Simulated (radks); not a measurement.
Results of a calculation; reference values are marked as such.
All-electron atom: Yb II in [Xe] 4f11 5d1 6s1 6p2 (not the ground configuration). Level of theory: scalar-relativistic Kohn-Sham, PBE, spin-polarised, spherical densities, point nucleus; open shells are filled with parallel spins first (spin-orbit coupling, left out, can overturn this in heavy ions) (a radial shooting solver on a logarithmic mesh with Libxc functionals).

X-ray form factor f0, the Fourier transform of the density (f0(0) = 69):

sin(theta)/lambda (1/angstrom),f0 (electrons)
0.05,67.773
0.1,64.839
0.15,61.429
0.2,58.097
0.25,54.861
0.3,51.668
0.4,45.573
0.5,40.241
0.6,35.763
0.8,28.736
1,23.577
1.25,19.228
1.5,16.516
2,13.021
